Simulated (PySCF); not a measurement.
Below is a simulated gas-phase C 1s photoelectron spectrum of `[BH3-][N+]#CCC1CCCC1`.

Every computed line was given a Gaussian of 0.8 eV full width at half maximum and an area set by the number of equivalent atoms; the highest printed point is 100. Computed with PySCF, delta-SCF UKS SCAN, pcX-2 on the ionised atom, pcseg-1 elsewhere, spin-free X2C.

(binding energy (eV), intensity): (289.8, 0), (289.9, 1), (290.0, 2), (290.1, 4), (290.2, 7), (290.3, 13), (290.4, 22), (290.5, 35), (290.6, 51), (290.7, 68), (290.8, 84), (290.9, 95), (291.0, 100), (291.1, 98), (291.2, 89), (291.3, 75), (291.4, 60), (291.5, 45), (291.6, 32), (291.7, 22), (291.8, 16), (291.9, 13), (292.0, 14), (292.1, 18), (292.2, 24), (292.3, 32), (292.4, 38), (292.5, 42), (292.6, 43), (292.7, 41), (292.8, 35), (292.9, 28), (293.0, 20), (293.1, 13), (293.2, 8), (293.3, 4), (293.4, 2), (293.5, 1), (293.6, 0), (293.7, 0)

**Question.** How many maxima does the curve show, and how many computed lines lie under it?

**Answer.** The curve has 2 maxima (at 291.0 and 292.6 eV). Under it lie 5 lines from 5 inequivalent carbon sites. At this width some lines have no maximum of their own.

**Question.** Decompose the envelope and assign each component. Numbering: `[BH3-:1][N+:2]#[C:3][CH2:4][CH:5]1[CH2:6][CH2:7][CH2:8][CH2:9]1`.

**Answer.** 
| position (eV) | relative area | line | atoms | environment |
| --- | --- | --- | --- | --- |
| 290.93 | 2 | C 1s | C7/C8 | ring CH2 carbon |
| 291.00 | 2 | C 1s | C6/C9 | ring CH2 carbon |
| 291.32 | 1 | C 1s | C5 | sp3 CH carbon |
| 292.57 | 1 | C 1s | C4 | chain CH2 carbon |
| 292.58 | 1 | C 1s | C3 | triply bonded carbon |

**Question.** What are the centre and the root-mean-square width of the whole band?

**Answer.** The area-weighted mean of the lines is 291.48 eV. Their own spread about it is 0.71 eV (rms) and each Gaussian has σ = 0.8/2.355 = 0.34 eV; the variances add, which gives 0.78 eV.

Lowest listed C 1s: C7/C8, bonded to 2 C and 2 H. Highest, 1.65 eV above it: C3, bonded to N (triple bond) and C. The values 292.57 and 292.58 eV lie too close for their order to be trusted.

The curve has no shake-up lines and no vibrational structure. Topologically equivalent atoms share the value of their first member; where this conformer doesn't relate them by symmetry, their own values could differ. Isolated species at its PBE0-D3(BJ)/def2-SVP geometry (one conformer only).
